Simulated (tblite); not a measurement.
Isomers of C6H7O2 (doublet state). All values are computed: GFN2-xTB (tblite) harmonic vibrations without scaling, gas phase. Against measured fundamentals such values can be off by several per cent, at times by over 20. One conformer each. Open shells enter through the occupations alone, without spin polarisation, and single modes of such species can be off by tens of per cent.

Electronic energies: GFN2-xTB at the same geometries; isomer energies are rough at this level and their order can be wrong.

```csv
SMILES,"electronic energy, lowest = 0 (kJ/mol)"
O=C1OC[C]1C1CC1,86.4
C=[C]/C=C/COC=O,181.2
[CH2]c1ccc(OC)o1,0.0
```

Question: How do GFN2-xTB zero-point energies change the relative energies?

Answer: 
```
          SMILES  ZPE (kJ/mol)  of it from modes above 1550 cm⁻¹  electronic (kJ/mol)  with ZPE, lowest = 0 (kJ/mol)  lowest mode (cm⁻¹)  rings
[CH2]c1ccc(OC)o1         298.5                             139.1                  0.0                            0.0                  97      1
 O=C1OC[C]1C1CC1         302.3                             138.4                 86.4                           90.2                  62      2
 C=[C]/C=C/COC=O         288.9                             147.3                181.2                          171.6                  40      0
```

The zero-point energies span 13.4 kJ/mol, from `C=[C]/C=C/COC=O` to `O=C1OC[C]1C1CC1`. The order is unchanged.

Question: What do entropy and thermal enthalpy add at 298.15 K and 1 bar (rigid rotor, harmonic oscillator, one conformer each)?

Answer: 
| SMILES | point group | symmetry number | S (J/(mol K)) | H − H(0) (kJ/mol) | ZPE + H − H(0) − TS (kJ/mol) |
| --- | --- | --- | --- | --- | --- |
| [CH2]c1ccc(OC)o1 | Cs | 1 | 364.9 | 22.93 | 212.6 |
| O=C1OC[C]1C1CC1 | Cs | 1 | 366.1 | 22.07 | 215.2 |
| C=[C]/C=C/COC=O | C1 | 1 | 404.9 | 26.40 | 194.6 |

S holds R ln(2S + 1) for the spin.
